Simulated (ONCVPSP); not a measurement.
# Building the ONCV potential for B (PBEsol, non-relativistic).

B, optimised norm-conserving Vanderbilt (ONCV), made with ONCVPSP 4.0.1 (PBEsol, non-relativistic). Core [He], reference 2s1.5 (charge +1.5). Waves: 2s: rc 1.60 bohr, ncon 3, nbas 6, qcut 5 1/bohr, 1 projector; p scattering state at 0.22 Ha: rc 1.40 bohr, ncon 4, nbas 8, qcut 4.7 1/bohr, 2 projectors, debl 3.1 Ha; d scattering state at 0.19 Ha: rc 1.60 bohr, ncon 4, nbas 8, qcut 7 1/bohr, 2 projectors, debl 2.5 Ha. Local part: polynomial inside 1.30 bohr (lpopt 4, dvloc0 6 Ha). Core correction: Teter function, fcfact 4.75, rcfact 1.25.

In the p channel the program set the typed energies aside and used 0.050, 3.150 Ha.

All-electron outer shells of the reference configuration (PBEsol, non-relativistic, ld1.x):

```csv
shell,level (eV),outermost node (bohr),outermost maximum (bohr)
1s,-200.86,–,0.21
2s,-25.22,0.46,1.42
```

Estimate the cutoffs (Ha) at which the residual kinetic energy of the hardest occupied pseudo-wave falls to 1 and 0.1 mHa per electron.

9.6 Ha and 13 Ha. The cutoffs count occupied waves only; projector 1 of the p channel, the hardest unoccupied one, needs 49 Ha at the loose tolerance.

What does a ghost test show?

No bound ghost flagged; no localised positive-energy state flagged.

Tests: 2s2 2p1; 2s2; 2s1; 2s1 2p1. Which has the largest error in its energy relative to the reference configuration, and how large is it?

2s2 2p1, with +42 meV (all-electron minus pseudo) on -19.28 eV.
